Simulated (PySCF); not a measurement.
hydrogen atom (H), doublet; DF-R2SCAN/def2-QZVPP (PySCF).

Here is a job for PySCF.
```python
from pyscf import gto, scf, dft

mol = gto.Mole()
mol.atom = '''
    H     0.00000000    0.00000000    0.00000000
'''
mol.basis = 'def2-qzvpp'
mol.spin = 1
mol.verbose = 4
mol.build()

mf = dft.UKS(mol)
mf.xc = 'r2scan'
mf = mf.density_fit(auxbasis='def2-universal-jkfit')
mf.kernel()
mf.analyze()
```

Q: Predict the main parts of the log of this PySCF run.

A: 
```
PySCF version 2.14.0

[INPUT] verbose = 4
[INPUT] num. atoms = 1
[INPUT] num. electrons = 1
[INPUT] charge = 0
[INPUT] spin (= nelec alpha-beta = 2S) = 1
[INPUT] symmetry False subgroup None
[INPUT] Mole.unit = angstrom
[INPUT] Symbol           X                Y                Z      unit          X                Y                Z       unit  Magmom
[INPUT]  1 H      0.000000000000   0.000000000000   0.000000000000 AA    0.000000000000   0.000000000000   0.000000000000 Bohr   0.0

nuclear repulsion = 0
number of shells = 10
number of NR pGTOs = 33
number of NR cGTOs = 30
basis = def2-qzvpp
ecp = {}

******** <class 'pyscf.df.df_jk.DFUKS'> ********
method = DFUKS
initial guess = minao
damping factor = 0
level_shift factor = 0
DIIS = <class 'pyscf.scf.diis.CDIIS'>
diis_start_cycle = 1
diis_space = 8
diis_damp = 0
SCF conv_tol = 1e-09
SCF conv_tol_grad = None
SCF max_cycles = 50
direct_scf = False
number electrons alpha = 1  beta = 0
XC library pyscf.dft.libxc version 7.1.2
    S. Lehtola, C. Steigemann, M. J. T. Oliveira, and M. A. L. Marques,  SoftwareX 7, 1–5 (2018)
XC functionals = r2scan
    J. W. Furness, A. D. Kaplan, J. Ning, J. P. Perdew, and J. Sun,  J. Phys. Chem. Lett. 11, 8208–8215 (2020)
    J. W. Furness, A. D. Kaplan, J. Ning, J. P. Perdew, and J. Sun,  J. Phys. Chem. Lett. 11, 9248–9248 (2020)
    J. W. Furness, A. D. Kaplan, J. Ning, J. P. Perdew, and J. Sun,  J. Phys. Chem. Lett. 11, 8208–8215 (2020)
    J. W. Furness, A. D. Kaplan, J. Ning, J. P. Perdew, and J. Sun,  J. Phys. Chem. Lett. 11, 9248–9248 (2020)
radial grids:
    Treutler-Ahlrichs [JCP 102, 346 (1995); DOI:10.1063/1.469408] (M4) radial grids

becke partition: Becke, JCP 88, 2547 (1988); DOI:10.1063/1.454033
pruning grids: <function nwchem_prune>
grids dens level: 3
symmetrized grids: False
atomic radii adjust function: <function treutler_atomic_radii_adjust>
small_rho_cutoff = 0
Set gradient conv threshold to 3.16228e-05
tot grids = 9808
init E= -0.438848645305228

cycle= 1 E= -0.497483702742659  delta_E= -0.0586  |g|= 0.044  |ddm|= 0.286
cycle= 2 E= -0.500175363247356  delta_E= -0.00269  |g|= 0.00195  |ddm|= 0.0888
cycle= 3 E= -0.500177799366695  delta_E= -2.44e-06  |g|= 0.000167  |ddm|= 0.00202
cycle= 4 E= -0.500177817064697  delta_E= -1.77e-08  |g|= 2.69e-06  |ddm|= 0.000438
cycle= 5 E= -0.500177817075855  delta_E= -1.12e-11  |g|= 1.79e-07  |ddm|= 1.46e-05
Extra cycle  E= -0.500177817075904  delta_E= -4.91e-14  |g|= 3.34e-08  |ddm|= 6.84e-07
converged SCF energy = -0.500177817075904  <S^2> = 0.75  2S+1 = 2
**** SCF Summaries ****
Total Energy =                          -0.500177817075904
Nuclear Repulsion Energy =               0.000000000000000
One-electron Energy =                   -0.499831170499653
Two-electron Energy =                   -0.000346646576252
Two-electron Coulomb Energy =            0.310576452439095
DFT Exchange-Correlation Energy =       -0.310923099015347
**** MO energy ****
                             alpha | beta                alpha | beta
MO #1   energy= -0.294781323038849 | -0.0571195200090653 occ= 1 | 0
MO #2   energy= 0.160905028568969  | 0.224630870397421  occ= 0 | 0
MO #3   energy= 0.373603261340915  | 0.505922346441215  occ= 0 | 0
MO #4   energy= 0.373603261340925  | 0.505922346441219  occ= 0 | 0
MO #5   energy= 0.37360326134094   | 0.50592234644124   occ= 0 | 0
MO #6   energy= 0.989919102025486  | 1.15970763712554   occ= 0 | 0
MO #7   energy= 1.85933878577693   | 1.98443070107238   occ= 0 | 0
MO #8   energy= 1.85933878577693   | 1.98443070107239   occ= 0 | 0
MO #9   energy= 1.85933878577693   | 1.98443070107239   occ= 0 | 0

To work with the spin densities directly, `use mulliken_meta_spin()` only printing them here.

 ** Mulliken spin pop alpha/beta on meta-lowdin orthogonal AOs **
 ** Mulliken Spin Density (per AO)  **
spin_pop of  0 H 1s        0.99371
spin_pop of  0 H 2s        0.00473
spin_pop of  0 H 3s        0.00156
spin_pop of  0 H 4s        0.00000
spin_pop of  0 H 2px       0.00000
spin_pop of  0 H 2py       0.00000
spin_pop of  0 H 2pz       0.00000
spin_pop of  0 H 3px       0.00000
spin_pop of  0 H 3py       0.00000
spin_pop of  0 H 3pz       0.00000
spin_pop of  0 H 4px       0.00000
spin_pop of  0 H 4py       0.00000
spin_pop of  0 H 4pz       0.00000
spin_pop of  0 H 3dxy      0.00000
spin_pop of  0 H 3dyz      0.00000
spin_pop of  0 H 3dz^2     0.00000
spin_pop of  0 H 3dxz      0.00000
spin_pop of  0 H 3dx2-y2    0.00000
spin_pop of  0 H 4dxy      0.00000
spin_pop of  0 H 4dyz      0.00000
spin_pop of  0 H 4dz^2     0.00000
spin_pop of  0 H 4dxz      0.00000
spin_pop of  0 H 4dx2-y2    0.00000
spin_pop of  0 H 4f-3      0.00000
spin_pop of  0 H 4f-2      0.00000
spin_pop of  0 H 4f-1      0.00000
spin_pop of  0 H 4f+0      0.00000
spin_pop of  0 H 4f+1      0.00000
spin_pop of  0 H 4f+2      0.00000
spin_pop of  0 H 4f+3      0.00000
 ** Mulliken Spin Density (per atom)  **
spin density of  0 H =      1.00000
 ** Mulliken pop alpha/beta on meta-lowdin orthogonal AOs **
 ** Mulliken pop       alpha | beta **
pop of  0 H 1s        0.99371 | 0.00000
pop of  0 H 2s        0.00473 | 0.00000
pop of  0 H 3s        0.00156 | 0.00000
pop of  0 H 4s        0.00000 | 0.00000
pop of  0 H 2px       0.00000 | 0.00000
pop of  0 H 2py       0.00000 | 0.00000
pop of  0 H 2pz       0.00000 | 0.00000
pop of  0 H 3px       0.00000 | 0.00000
pop of  0 H 3py       0.00000 | 0.00000
pop of  0 H 3pz       0.00000 | 0.00000
pop of  0 H 4px       0.00000 | 0.00000
pop of  0 H 4py       0.00000 | 0.00000
pop of  0 H 4pz       0.00000 | 0.00000
pop of  0 H 3dxy      0.00000 | 0.00000
pop of  0 H 3dyz      0.00000 | 0.00000
pop of  0 H 3dz^2     0.00000 | 0.00000
pop of  0 H 3dxz      0.00000 | 0.00000
pop of  0 H 3dx2-y2    0.00000 | 0.00000
pop of  0 H 4dxy      0.00000 | 0.00000
pop of  0 H 4dyz      0.00000 | 0.00000
pop of  0 H 4dz^2     0.00000 | 0.00000
pop of  0 H 4dxz      0.00000 | 0.00000
pop of  0 H 4dx2-y2    0.00000 | 0.00000
pop of  0 H 4f-3      0.00000 | 0.00000
pop of  0 H 4f-2      0.00000 | 0.00000
pop of  0 H 4f-1      0.00000 | 0.00000
pop of  0 H 4f+0      0.00000 | 0.00000
pop of  0 H 4f+1      0.00000 | 0.00000
pop of  0 H 4f+2      0.00000 | 0.00000
pop of  0 H 4f+3      0.00000 | 0.00000
In total             1.00000 | 0.00000
 ** Mulliken atomic charges   ( Nelec_alpha | Nelec_beta ) **
charge of  0H =     -0.00000  (     1.00000      0.00000 )
Dipole moment(X, Y, Z, Debye):  0.00000, -0.00000,  0.00000
```
